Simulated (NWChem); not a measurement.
benzoquinone (C6H4O2); SMILES C1=CC(C=CC1=O)=O

```xyz
12

O      0.0000    -2.6873     0.0000
C      0.0000    -1.4560     0.0000
C      1.2696    -0.6776     0.0000
C      1.2696     0.6776     0.0000
C      0.0000     1.4560     0.0000
O      0.0000     2.6873     0.0000
C     -1.2696     0.6776     0.0000
C     -1.2696    -0.6776     0.0000
H      2.1957    -1.2737     0.0000
H      2.1957     1.2737     0.0000
H     -2.1957     1.2737     0.0000
H     -2.1957    -1.2737     0.0000
```
Atoms are numbered in this order, from 1.

Program: NWChem. Pople sets run with spherical d functions. The geometry was optimised at PBE-D3(BJ)/def2-SVP. Level: PBE/6-31G* with SMD (1 M gas to 1 M solution), gas-phase geometry.

For solvent water:

```yaml
solvation free energy (kcal/mol): -4.5
cavity-dispersion-structure term (kcal/mol): 4.6
```

How do the values read with solvent dimethyl sulfoxide instead?


| Property | Result |
|---|---|
| solvation free energy (kcal/mol) | -7.7 |
| cavity-dispersion-structure term (kcal/mol) | -2.4 |
